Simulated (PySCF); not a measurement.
H₂O₃S.

```xyz
6

O     -0.3222     1.3844     0.0000
S      0.4434     0.1205     0.0000
O     -0.1521    -0.7609     1.2732
O     -0.1521    -0.7609    -1.2732
H     -1.0418    -0.4141     1.4798
H     -1.0418    -0.4141    -1.4798
```

Coordinates come from a B3LYP-D3(BJ)/def2-SVP optimisation. The values are those of a single conformer.

All values below come from PBE/pcSseg-2 run with PySCF. Non-relativistic, no solvent.

Computed absolute GIAO shielding of each atom: isotropic value and principal components (ppm):
```json
[
 {"atom": "O1", "σ(iso)": "35.8", "σ11": "-59.3", "σ22": "24.3", "σ33": "142.4", "span": "201.6"},
 {"atom": "S2", "σ(iso)": "-56.7", "σ11": "-178.0", "σ22": "-98.0", "σ33": "106.0", "span": "284.0"},
 {"atom": "O3", "σ(iso)": "67.6", "σ11": "-67.1", "σ22": "22.8", "σ33": "247.2", "span": "314.3"},
 {"atom": "O4", "σ(iso)": "67.6", "σ11": "-67.1", "σ22": "22.8", "σ33": "247.2", "span": "314.3"},
 {"atom": "H5", "σ(iso)": "27.2", "σ11": "23.0", "σ22": "25.9", "σ33": "32.8", "span": "9.8"},
 {"atom": "H6", "σ(iso)": "27.2", "σ11": "23.0", "σ22": "25.9", "σ33": "32.8", "span": "9.8"}
]
```
